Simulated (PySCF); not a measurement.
Potential energy surface of H3O (cation, charge +1), singlet: map of symmetric stretch and umbrella angle. Scanned: O-H bond length and angle between the O-H bonds and the threefold axis (90 = planar).

Cartesian coordinates as functions of the variables (Å; names that start with a are angles):
```
O  0  0  0
H  r*sin(a)*cos(0*2*pi/3+0)  r*sin(a)*sin(0*2*pi/3+0)  0+r*cos(a)
H  r*sin(a)*cos(1*2*pi/3+0)  r*sin(a)*sin(1*2*pi/3+0)  0+r*cos(a)
H  r*sin(a)*cos(2*2*pi/3+0)  r*sin(a)*sin(2*2*pi/3+0)  0+r*cos(a)
```

Level of theory: CCSD on RHF/cc-pVDZ, 1 core orbital frozen (PySCF).

Energy in eV above the lowest grid point; x is the O-H bond length (Å), y the angle between the O-H bonds and the threefold axis (90 = planar) (°).

```csv
y \ x,0.86,0.91,0.95,1,1.04,1.09,1.13,1.18,1.23
130,3.225,1.966,1.407,1.127,1.156,1.425,1.778,2.343,3.001
126,2.557,1.371,0.868,0.652,0.728,1.050,1.441,2.045,2.736
122,2.080,0.953,0.494,0.329,0.443,0.805,1.222,1.855,2.569
118,1.758,0.678,0.255,0.131,0.272,0.664,1.102,1.757,2.490
114,1.557,0.517,0.122,0.029,0.192,0.608,1.063,1.735,2.485
110,1.448,0.440,0.068,0.000,0.181,0.616,1.085,1.774,2.539
106,1.403,0.420,0.066,0.019,0.214,0.667,1.148,1.854,2.634
102,1.397,0.434,0.095,0.063,0.271,0.738,1.232,1.952,2.748
98,1.409,0.460,0.132,0.113,0.330,0.809,1.312,2.045,2.855
94,1.423,0.483,0.161,0.150,0.373,0.860,1.370,2.112,2.931
90,1.428,0.492,0.172,0.164,0.389,0.879,1.391,2.136,2.959
```

Points that lie below all their neighbours on the grid: x = 1, y = 110 (0.000 eV).
